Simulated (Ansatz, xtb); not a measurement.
**Relaxing a trial structure of BClFGeH2+**

The starting geometry of this gas-phase singlet has its atoms placed at random.

```xyz
6

B    -0.0400   -1.5340    1.2466
Cl    0.4987   -0.0087   -1.0582
F     1.2500   -0.1900    0.6700
Ge   -0.1022   -1.7538   -0.6618
H    -1.0021   -0.5972    1.1357
H     0.8323   -0.6867   -0.0894
```

Q: Guess where an optimisation with r2SCAN-D4/def2-SVP ends from this start.

A: It ends as a structure with Cl2 bridging H6 and Ge4, given below by its coordinates. Distances that change by over a tenth: B1–Ge4 (1.92 → 2.23 Å), B1–H5 (1.35 → 1.20 Å), Cl2–F3 (1.89 → 2.99 Å), Cl2–Ge4 (1.89 → 2.47 Å). Contacts that open: F3–H6 (1.00 → 1.99 Å), Ge4–H6 (1.53 → 2.97 Å). Contacts that close: B1–F3 (1.95 → 1.32 Å).

The energy falls by 12.24 eV over 14 steps:

| step | E − E(last) (eV) |
| --- | --- |
| 1 | 12.235 |
| 2 | 6.458 |
| 4 | 1.723 |
| 5 | 0.946 |
| 7 | 0.239 |
| 8 | 0.115 |
| 10 | 0.026 |
| 11 | 0.001 |
| 13 | 0.000 |
| 14 | 0.000 |

Final geometry (Å):

```xyz
6

B    -0.2786   -1.0639    1.1231
Cl    1.1321   -0.4148   -1.7206
F     0.6712   -0.1475    1.2183
Ge   -0.6619   -1.9073   -0.9091
H    -0.8798   -1.3947    2.1121
H     1.4538    0.1578   -0.5809
```

From the same start GFN2-xTB reaches the same bonding as this run.

From so rough a start the end depends on the optimiser's path, so another program may land elsewhere. The end wasn't checked by frequencies. Run with Ansatz 0.2.0, 32 s on 2 threads of Intel(R) Xeon(R) Platinum 8259CL CPU @ 2.50GHz (Skylake/Cascade Lake), with other jobs on the host.
